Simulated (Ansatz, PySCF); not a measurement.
F2I2Si. Atoms are numbered in the order given.

```xyz
5

F      0.0000    -1.2905    -1.8553
Si     0.0000     0.0000    -0.8944
F      0.0000     1.2905    -1.8553
I     -2.0292     0.0000     0.4332
I      2.0292     0.0000     0.4332
```
Charge 0, spin multiplicity 1.

The structure is a stationary point at B3LYP-D3(BJ)/def2-SVP. The def2 effective core potentials stand for the cores of I; spin–orbit coupling is left out.

Vertical ionisation energy (IE) and electron affinity (EA) in eV. Rows of orbital energies are one-electron estimates. Where ΔSCF, EOM or ADC give a negative EA the extra electron is unbound and the value depends on the basis.

```csv
level,IE,EA
"−ε(HOMO), −ε(LUMO), M06-2X/def2-TZVP (PySCF)",9.29,1.15
"−ε(HOMO), −ε(LUMO), PBE/def2-TZVP (PySCF)",6.97,2.69
"ΔSCF, CAM-B3LYP/def2-SVPD (Ansatz), final states of multiplicity 2 and 2",10.29,0.43
"ΔSCF, PBE/def2-SVPD (Ansatz), final states of multiplicity 2 and 2",9.71,0.58
```

Question: What vertical singlet–triplet gap does ΔSCF give with CAM-B3LYP/def2-SVPD (Ansatz, a program for electronic structure) and with PBE/def2-SVPD (Ansatz)? (Estimate from the structure and the level; the computed values follow.)

Answer: 4.72 and 4.14 eV (triplet above singlet where positive).
